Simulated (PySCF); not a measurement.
Radiative rates from a computed spectrum

Compound: C4H7Cl2NSi.
SMILES: `C[Si@H](C#N)CC(Cl)Cl`

The calculation used TDDFT CAM-B3LYP/def2-SVPD, vertical, gas phase, core orbitals frozen in the response in PySCF. Isolated species at its GFN2-xTB geometry (one conformer only). Torsions of this conformer, `[CH3:1][Si@H:2]([C:3]#[N:4])[CH2:5][CH:6]([Cl:7])[Cl:8]`: C1–Si2–C5–C6 -49°, Si2–C5–C6–Cl7 -55°.

For one non-degenerate pair of states in vacuum, A = 0.6670 f ν̃² s⁻¹ with ν̃ in cm⁻¹, τ = 1/A, |μ|² = 3f / (2ΔE) in atomic units, and the integrated cross-section is ∫σ dE = 109.76 f Mb·eV.

Only emission to the ground state at the vertical energy is counted.

Energies and rates of the computed singlets with f of 0.002 or more:

```tsv
state	ν̃ (cm⁻¹)	A (s⁻¹)
S1	56280	1.75×10⁷
S2	56850	9.96×10⁶
S4	59210	9.40×10⁶
S5	60620	1.75×10⁷
S6	60710	4.60×10⁷
S7	61110	1.72×10⁷
S8	65060	2.81×10⁷
```

Question: Which f and |μ| stand behind these rates?

Answer: f = A / (0.6670 ν̃²), and |μ| follows from f:

| state | f | \|μ\| (D) | τ | main configurations (H = HOMO, L = LUMO) |
| --- | --- | --- | --- | --- |
| S1 | 0.0083 | 0.56 | 57 ns | H→L (43%), H→L+1 (30%) |
| S2 | 0.0046 | 0.42 | 100 ns | H-1→L (39%), H-1→L+1 (33%) |
| S4 | 0.0040 | 0.38 | 110 ns | H-2→L+1 (30%), H-2→L (12%), H-4→L+1 (8%) |
| S5 | 0.0072 | 0.50 | 57 ns | H-3→L+2 (11%), H-4→L (10%) |
| S6 | 0.019 | 0.81 | 22 ns | H-3→L (14%), H-4→L+1 (12%), H-5→L+2 (8%) |
| S7 | 0.0069 | 0.49 | 58 ns | H-3→L+1 (14%), H→L+3 (14%), H-5→L (8%) |
| S8 | 0.0099 | 0.57 | 36 ns | H-2→L (14%), H→L+1 (12%), H→L+2 (11%) |

Question: Which computed singlets stay under f = 0.002?

Answer: S3 (7.22 eV, f 0.0005).

Question: How much energy does a mole of photons resonant with S6 carry?

Answer: 7.527 eV × 96.485 = 726 kJ/mol (174 kcal/mol).

Question: By what factor does the largest A in the list exceed the smallest?

Answer: S6 has 4.9 times the rate of S4.

Hardware: one thread, Arm Neoverse N1 (aarch64), shared host with 64 logical CPUs at a one-minute load of 61. Cost: 2.3 min, 1.0 GiB resident at most.
